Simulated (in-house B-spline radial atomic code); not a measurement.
The numbers below are computed, except where a source is named.
Two electrons in InAs: a parabolic dot with ħω = 23.1 meV in all three directions

For InAs the NSM archive of the Ioffe Institute lists m* = 0.023 m0 and ε = 15.15. In so narrow a gap the band flattens within tens of meV, so real spacings are smaller, by up to some tenths.

Effective-mass model with parabolic bands, a uniform dielectric constant, no image charges, no central-cell or spin-orbit terms. Two-electron levels come from full CI in B-splines with partial waves to l = 5 (up to 0.001 effective hartree above the limit).

Problem. What are the effective units, and what is the potential in them?

Solution. Ha* = 27211.386 meV × 0.023/15.15² = 2.727 meV and a* = 0.0529177 nm × 15.15/0.023 = 34.86 nm. The frequency is ω = 8.47 Ha*. The one-electron levels are 3ω/2 = 12.7050 and 5ω/2 = 21.1750 Ha*.

In these units the lowest s and p orbitals lie at 12.7050 and 21.1750, and their Coulomb and exchange integrals are J_ss = 2.3221, J_sp = 1.9351 and K_sp = 0.387. (For a parabolic well J_ss = √(2ω/π).) Full CI gives 27.6583 for the ground singlet, 35.4106 for the sp triplet, 36.1288 for the sp singlet and 43.8807 for the lowest triplet of two s orbitals.

Problem. What does it cost to add the second electron, to first order and exactly?

Solution. To first order E = 2ε_s + J_ss = 27.7321, so the charging energy E(2) − 2E(1) is J_ss = 6.332 meV. CI gives 27.6583 − 2 × (12.7050) = 2.2483, or 6.131 meV: relaxation and correlation lower it by 0.2011 meV, 3.2 % of J_ss. The s² configuration of one-electron orbitals holds 99.7 % of the state, and the mean radius is 13.8 nm.

Problem. How far above the singlet do the triplets lie?

Solution. To first order the sp triplet lies at ε_s + ε_p + J_sp − K_sp = 35.4281, which is 20.99 meV above 2ε_s + J_ss. CI gives 35.4106 − (27.6583) = 7.7523, or 21.14 meV, 92 % of the orbital spacing of 23.1 meV. The ss triplet lies 44.23 meV up, so the lower of the two is the sp one, and its gap equals k_BT at 245 K. The sp singlet-triplet splitting is 1.958 meV, against 2K_sp = 2.111 meV. The sp singlet lies ħω above the ground state (8.4704 against 8.47), as Kohn's theorem demands for a parabolic well.
